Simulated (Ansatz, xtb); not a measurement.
**Two structures of F5Nb**

Structure X is a triplet given by its coordinates and structure Y is a triplet given by its coordinates. Both are isolated molecules in the gas phase, relaxed with PBE0-D4/def2-SVP.

X (Å):

```xyz
6

F    -0.9509   -0.4138   -1.4498
F    -1.3393    1.2657   -0.5082
F     1.4587    1.1441   -0.3404
F    -0.8124   -0.4815    1.6228
F     1.4801   -1.4424    0.5109
Nb    0.2059   -0.1361    0.1186
```

Close contacts (Å): F1–Nb6 1.97, F2–Nb6 2.18, F3–Nb6 1.85, F4–Nb6 1.85, F5–Nb6 1.87.

Y (Å):

```yaml
atoms:
  - { symbol: F, position_ang: [-1.1227, 1.6009, 0.4893] }
  - { symbol: F, position_ang: [0.0422, -1.6668, -0.4691] }
  - { symbol: F, position_ang: [1.1674, 1.3450, -0.7147] }
  - { symbol: F, position_ang: [-1.7932, -0.1922, 0.6340] }
  - { symbol: F, position_ang: [1.4859, -0.3192, 1.5029] }
  - { symbol: Nb, position_ang: [0.2104, 0.0527, 0.2208] }
```

Close contacts (Å): F1–Nb6 2.06, F2–Nb6 1.86, F3–Nb6 1.86, F4–Nb6 2.06, F5–Nb6 1.85.

Problem. Estimate E(Y) − E(X) at the level CCSD(T)/def2-SVP + ΔMP2/def2-TZVPP.

Solution. Calculated at CCSD(T)/def2-SVP + ΔMP2/def2-TZVPP: E(Y) − E(X) = +4.4 kcal/mol, so structure X lies lower.

How the difference moves with the method:

| level | geometry | E(Y) − E(X) (kcal/mol) | departure from the last row (kcal/mol) | job, with rough time for the two |
| --- | --- | --- | --- | --- |
| PBE0-D4/def2-SVP | PBE0-D4/def2-SVP | +1.8 | −2.6 | optimisation, 3.5 min |
| HF/def2-SVP | PBE0-D4/def2-SVP | +16.0 | +11.6 | part of the CCSD(T) run |
| MP2/def2-SVP | PBE0-D4/def2-SVP | +5.5 | +1.1 | part of the CCSD(T) run |
| CCSD(T)/def2-SVP | PBE0-D4/def2-SVP | +4.1 | −0.3 | single point |
| CCSD(T)/def2-SVP + ΔMP2/def2-TZVPP | PBE0-D4/def2-SVP | +4.4 |  | single point, 2.8 min |

The levels shown agree on the order. The largest departure from CCSD(T)/def2-SVP + ΔMP2/def2-TZVPP is that of HF/def2-SVP, 11.6 kcal/mol. Levels run at GFN2-xTB geometries aren't shown. The last row adds to CCSD(T) the change of the MP2 difference between the two basis sets, here +0.3 kcal/mol.

With harmonic frequencies from PBE0-D4/def2-SVP (ideal gas, rigid rotor, one conformer each, 298.15 K, 1 atm): on the last row, ΔE + ΔZPE = +4.3 kcal/mol. A mode under 50 cm⁻¹ makes harmonic enthalpies and free energies unreliable, so none is given.

Open shells are spin-unrestricted. The correlated steps freeze 5 core orbitals. Atoms past krypton carry core potentials in the def2 sets and no spin–orbit term is included. Programs: Ansatz 0.2.0; the last row on 2 threads of Intel(R) Xeon(R) 6975P-C (Granite Rapids) on a shared host.
